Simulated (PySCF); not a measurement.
C$_{7}$H$_{6}$FN$_{3}$: full NMR table

```
Formula                               : C7H6FN3
SMILES                                : Cc1cccc2c(F)nnn12
Point group of the computed structure : Cs
Degrees of unsaturation               : 6
Carbon signals                        : 7
Proton signals                        : 4
```

Atoms are numbered as in `[CH3:1][c:2]1[cH:3][cH:4][cH:5][c:6]2[c:7]([F:8])[n:9][n:10][n:11]12`; H(Xn) means a hydrogen on atom n.

PySCF calculation with NMR shieldings at PBE0/pcSseg-1/GIAO and GFN2-xTB structure; no solvent, averaged over atoms made equivalent by symmetry, fast rotation or ring inversion, single conformer, non-relativistic.

References, each an isolated molecule treated in the same way: ¹H (31.72 ppm), ¹³C (186.93 ppm) against TMS; ¹⁹F (170.95 ppm) vs CFCl3; NH3 for ¹⁵N (267.73 ppm).

| carbon | δC, type | δH (multiplicity) | HMBC from (2–3 bonds) | span of the C tensor (ppm) |
| --- | --- | --- | --- | --- |
| C1 | 20.0, CH3 | 3.02 (s) | H(C3) | 24 |
| C2 | 141.0, C | – | H(C4), H(C3), H(C1) | 186 |
| C3 | 118.7, CH | 7.03 (d) | H(C5), H(C4), H(C1) | 191 |
| C4 | 128.3, CH | 7.40 (m) | H(C5), H(C3) | 225 |
| C5 | 120.4, CH | 7.89 (m) | H(C4), H(C3) | 214 |
| C6 | 125.5, C | – | H(C5), H(C4) | 162 |
| C7 | 163.1, C | – | H(C5) | 83 |

Other nuclei:
```
atoms  nucleus                         environment  δ (ppm)  σ (ppm)
   F8      ¹⁹F                       aryl fluorine   -158.9    329.8
   N9      ¹⁵N  pyridine-type nitrogen of an azole    359.8    -92.1
  N10      ¹⁵N  pyridine-type nitrogen of an azole    344.3    -76.6
  N11      ¹⁵N          pyrrole-type ring nitrogen    282.1    -14.3
```

Carbon types of the structure: 3 × C, 3 × CH, 1 × CH3, which accounts for all hydrogens. δC 163.1: aromatic carbon bearing fluorine; σ withdrawal by the attached heteroatom moves it downfield of the ring CH carbons. δC 141.0: substituted aromatic carbon next to a ring nitrogen. δC 128.3, 120.4, 118.7: aromatic CH. δC 125.5: ring-fusion aromatic carbon. δH 3.02: hydrogen on a methyl carbon on an aromatic ring; benzylic-type position, deshielded by the ring.

Splittings by ¹⁹F in the carbon and heteronuclear signals aren't shown, as no couplings were computed. Shifts are as computed. Against solution values, carbons near 30 ppm lie about +3 ppm off and those near 130 ppm about +5 ppm. Of 1211 compounds with measured shifts, 218 miss one by over three times the rms of a fit or turn the order of signals round; such compounds aren't used in these exercises. Unscaled 19F shifts against computed CFCl3 carry errors that often reach 10 to 50 ppm. Experimental scales use liquid or dissolved standards, which lie at an offset from isolated NH3 (liquid NH3: subtract about 20 ppm). Unscaled 15N shifts of sp2 nitrogen come out 20 to 40 ppm too high even then. Multiplicities follow the n + 1 count of equivalent neighbours, as no J values were calculated; m marks all less simple cases, F and P coupling included.
